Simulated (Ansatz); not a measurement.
Cost and result up the ladder for the cluster HfSi5 (6 atoms). The state is a singlet with charge 0. Geometry: PBE0-D4/def2-SVP.

Cartesian coordinates in Å:
```
Hf 0.377 -1.111 -0.597
Si -0.769 0.023 1.586
Si 0.259 0.505 -2.596
Si 1.245 1.001 1.241
Si -1.362 -2.016 1.069
Si 0.251 1.598 -0.704
```

Ansatz on 4 threads of Arm Neoverse V2 on a shared host. Times are rough, and most runs start from the orbitals of an earlier one. No level here is sound enough to serve as a yardstick. Binding counts from free atoms at the same level (Hf triplet, Si triplet; other spins of the atoms weren't run), without zero-point energy or a counterpoise term.

In the def2 sets Hf takes a core potential; there is no spin–orbit coupling. No other spin state of charge 0 was run. Another isomer (singlet) lies 1.97 eV lower at PBE0-D4/def2-TZVP; other spin states weren't run for this one.

Run but left out: CCSD(T)/def2-TZVP (restricted singlet, unstable towards broken spin symmetry).

```
                         level  functions  wall time
           revPBE-D4/def2-TZVP        225      3.1 s
             BLYP-D4/def2-TZVP        225      3.3 s
PBE-D4/def2-TZVP (with forces)        225      3.6 s
             PBE0-D4/def2-TZVP        225      7.5 s
           r2SCAN-D4/def2-TZVP        225      7.5 s
```

Problem. Estimate what each level gives for the binding energy per atom (eV).

Solution. 
```csv
level,binding energy per atom (eV),remarks
revPBE-D4/def2-TZVP,3.33,restricted SCF unstable in HF
BLYP-D4/def2-TZVP,3.13,restricted SCF unstable in HF
PBE-D4/def2-TZVP (with forces),3.44,restricted SCF unstable in HF
PBE0-D4/def2-TZVP,3.26,restricted SCF unstable in HF
r2SCAN-D4/def2-TZVP,3.32,restricted SCF unstable in HF
```
